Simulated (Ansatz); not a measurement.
`O[SiH2]C[SiH2]O` + `C[SiH2]N` → `C[SiH2]N[SiH2]O` + `C[SiH2]O`  (ligand exchange at the Si–C bond)

Gas-phase electronic energies from Ansatz, PBE0-D4/def2-TZVP geometries. CCSD(T)/CBS adds triple-zeta CCSD(T) − MP2 to the extrapolated MP2 energy (def2 sets, frozen cores). This one scheme is used for every species. One conformer a species, not always the lowest.

```tsv
species	HF/def2-TZVPP energy (Eh)
`O[SiH2]C[SiH2]O`	-770.34279
`C[SiH2]N`	-385.41466
`C[SiH2]N[SiH2]O`	-750.50815
`C[SiH2]O`	-405.27571
```

(1) Work out ΔE.

Largest T1 diagnostic among the species: 0.011.

## Answers

(1) ΔE = (-750.50815) + (-405.27571) − (-770.34279) − (-385.41466) = -0.02641 Eh = -69.3 kJ/mol. CCSD(T)/CBS gives -56.3 kJ/mol.

In def2-TZVPP, CCSD(T) changes the Hartree–Fock value by +12.8 kJ/mol (the triples alone add +1.7 kJ/mol) and MP2 by +12.2 kJ/mol. The D4 term adds +3.4 kJ/mol with B3LYP and +1.7 kJ/mol with PBE0; it sums over pairs of atoms, weighted by their polarisabilities, and B3LYP, whose exchange is more repulsive, gets the larger term.

B3LYP here is the variant with VWN-RPA as its local correlation; programs differ in this.
